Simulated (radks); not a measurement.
Task: Valence configurations of Ar II (all share [Ne]). Method: non-relativistic Kohn-Sham, PBEsol, spin-polarised, spherical densities, point nucleus; open shells are filled with parallel spins first; computed with a radial shooting solver on a logarithmic mesh with Libxc functionals. Order these by energy: 3s1.5 3p5.5; 3s2 3p5; 3s1 3p6.

Result: From the lowest, in eV above it: 3s2 3p5 0.000; 3s1.5 3p5.5 7.118; 3s1 3p6 14.240. NIST lists [Ne] 3s2 3p5 as the ground configuration; this level of theory agrees among the configurations tried. The energies are those of spherical high-spin densities, not of single terms.
